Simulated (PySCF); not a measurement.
SiHBr₃, SMILES Br[SiH](Br)Br.

Geometry optimised at PBE-D3(BJ)/def2-SVP.

Method: PBE-D3(BJ)/def2-SVP in PySCF.

Frequencies are harmonic and unscaled.

Modes within 1.5 cm⁻¹ of each other (mostly degenerate sets) share a row, with their intensities summed.

```
mode  ν (cm⁻¹)  IR (km/mol)  moving atoms (share of kinetic energy)
----  --------  -----------  --------------------------------------
1–2        101          0.9                                 Br 93 %
3          160          1.2                        Br 77 %, Si 22 %
4          351         13.6                        Si 64 %, Br 34 %
5–6        468        204.0                        Si 75 %, Br 20 %
7–8        739        259.4                                  H 93 %
9         2216         52.4                                  H 96 %
```
